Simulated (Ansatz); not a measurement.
Mulliken charges of CH$_{6}$GaNO, SMILES `N[CH2][GaH][OH]` from ωB97M-V/def2-TZVPP in Ansatz (PBE0-D4/def2-TZVP geometry).

```tsv
atom	x (Å)	y (Å)	z (Å)	charge (e)
N1	-0.057	1.867	0.207	-0.252
C2	0.479	0.598	-0.285	-0.303
Ga3	-0.471	-1.066	0.268	0.392
O4	0.067	-2.685	-0.294	-0.421
H5	-1.015	1.996	-0.091	0.106
H6	-0.070	1.888	1.219	0.106
H7	1.528	0.520	0.021	0.120
H8	0.515	0.635	-1.378	0.120
H9	-1.727	-1.131	1.205	-0.025
H10	0.834	-2.673	-0.870	0.157
```

**Question.** By hand: the dipole of these point charges (1 e Å = 4.8032 D).

**Answer.** Σ q r = (-0.039, 0.220, 0.053) e Å, of length 0.230 e Å = 1.10 D.

**Question.** How does the dipole of the full density compare? (Estimate.)

**Answer.** Ansatz gave: (0.080, 0.212, -0.041) e Å, 1.11 D; the point charges give 0.99 times that, at 39° from its direction.

Point charges leave out the atoms' own dipoles, such as those of lone pairs, and Mulliken's split depends on the basis, so the two needn't agree.
